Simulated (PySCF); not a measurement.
Isomers of C3H7NO2Si.

All values: CAM-B3LYP/def2-SVPD (PySCF) at PBE0-D3(BJ)/def2-SVP geometries, gas phase, one conformer each. Core orbitals are frozen in the response; Δα² is half the sum of the squared differences of the principal polarisabilities.

**Question.** Rank by HOMO–LUMO gap, highest first.
A. `[CH2:1]=[CH:2][O:3][SiH2:4][C:5]([NH2:6])=[O:7]` with C1–C2–O3–Si4 0°, C2–O3–Si4–C5 -179°, O3–Si4–C5–N6 1°
B. `[CH2:1]=[N:2][SiH2:3][O:4][C:5]([CH3:6])=[O:7]` with C1–N2–Si3–O4 -124°, N2–Si3–O4–C5 -177°, Si3–O4–C5–C6 180°
C. `[CH3:1][O:2][SiH2:3][O:4][CH2:5][C:6]#[N:7]` with C1–O2–Si3–O4 177°, O2–Si3–O4–C5 176°, Si3–O4–C5–C6 -178°

**Answer.** C (10.51 eV), A (9.35 eV), B (8.78 eV).

**Question.** Rank by dipole moment, lowest first.
A. `[CH2:1]=[CH:2][O:3][SiH2:4][C:5]([NH2:6])=[O:7]` with C1–C2–O3–Si4 0°, C2–O3–Si4–C5 -179°, O3–Si4–C5–N6 1°
B. `[CH3:1][O:2][SiH2:3][O:4][CH2:5][C:6]#[N:7]` with C1–O2–Si3–O4 177°, O2–Si3–O4–C5 176°, Si3–O4–C5–C6 -178°
C. `[H]/[N:7]=[CH:6]\[SiH2:5][O:4][C:2]([CH3:1])=[O:3]` with C1–C2–O4–Si5 180°, C2–O4–Si5–C6 180°, O4–Si5–C6–N7 180°

**Answer.** C (2.03 D), A (3.51 D), B (5.46 D).

**Question.** Rank by HOMO energy, highest first.
A. `[CH2:1]=[CH:2][O:3][SiH2:4][C:5]([NH2:6])=[O:7]` with C1–C2–O3–Si4 0°, C2–O3–Si4–C5 -179°, O3–Si4–C5–N6 1°
B. `[CH2:1]=[N:2][SiH2:3][O:4][C:5]([CH3:6])=[O:7]` with C1–N2–Si3–O4 -124°, N2–Si3–O4–C5 -177°, Si3–O4–C5–C6 180°
C. `[CH3:1][O:2][SiH2:3][O:4][CH2:5][C:6]#[N:7]` with C1–O2–Si3–O4 177°, O2–Si3–O4–C5 176°, Si3–O4–C5–C6 -178°
D. `[H]/[N:7]=[CH:6]\[SiH2:5][O:4][C:2]([CH3:1])=[O:3]` with C1–C2–O4–Si5 180°, C2–O4–Si5–C6 180°, O4–Si5–C6–N7 180°

**Answer.** A (-8.62 eV), B (-8.78 eV), D (-8.91 eV), C (-9.97 eV).

All values together:

```csv
SMILES,μ (D),HOMO (eV),LUMO (eV),α (Å³),Δα (Å³),ΔSCF removal energy (eV)
C=CO[SiH2]C(N)=O,3.51,-8.62,0.73,11.67,5.40,9.49
C=N[SiH2]OC(C)=O,2.12,-8.78,-0.01,11.23,4.69,9.64
[H]/N=C\[SiH2]OC(C)=O,2.03,-8.91,-0.14,11.22,5.09,9.88
CO[SiH2]OCC#N,5.46,-9.97,0.53,10.86,4.27,–
```

Conformers: `[CH2:1]=[CH:2][O:3][SiH2:4][C:5]([NH2:6])=[O:7]` with C1–C2–O3–Si4 0°, C2–O3–Si4–C5 -179°, O3–Si4–C5–N6 1°; `[CH2:1]=[N:2][SiH2:3][O:4][C:5]([CH3:6])=[O:7]` with C1–N2–Si3–O4 -124°, N2–Si3–O4–C5 -177°, Si3–O4–C5–C6 180°; `[H]/[N:7]=[CH:6]\[SiH2:5][O:4][C:2]([CH3:1])=[O:3]` with C1–C2–O4–Si5 180°, C2–O4–Si5–C6 180°, O4–Si5–C6–N7 180°; `[CH3:1][O:2][SiH2:3][O:4][CH2:5][C:6]#[N:7]` with C1–O2–Si3–O4 177°, O2–Si3–O4–C5 176°, Si3–O4–C5–C6 -178°.

A dash marks a removal energy that wasn't run or isn't settled.
